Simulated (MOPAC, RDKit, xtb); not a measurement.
Noncovalent pair: SiH4 (SMILES [SiH4]) (first 5 atoms) with C2H6 (SMILES CC); geometry from B3LYP-D3(BJ)/def2-TZVP, rigid monomers moved along the line of their centres of mass till Si1···C7 is 4.32 Å.
(charge 0, multiplicity 1):
```xyz
13

Si    -0.26225    -0.05829     0.21814
H     -0.04980     1.27412     0.82570
H     -1.64617    -0.50910     0.48458
H      0.69437    -1.02383     0.80310
H     -0.04378     0.02656    -1.24400
C      0.95033     0.27025     4.72237
C     -0.49739    -0.16957     4.52682
H      1.44654     0.43983     3.76510
H      1.52475    -0.48541     5.26182
H      1.00868     1.19927     5.29284
H     -1.07300     0.58571     3.98795
H     -0.99421    -0.33892     5.48414
H     -0.55686    -1.09959     3.95794
```

Counterpoise-corrected where a basis set is named; no monomer relaxation.

The state reached by PM3 isn't checked.

Run with MOPAC for PM3 (differences of heats of formation); RDKit for the force fields; xtb for the GFN methods. 

### Question
One of these levels gives -21.7 meV for the interaction energy. Which one is it?
A. MMFF94
B. PM3
C. GFN1-xTB

### Answer
A, MMFF94. The others give -1.3 (PM3), -47.3 (GFN1-xTB)
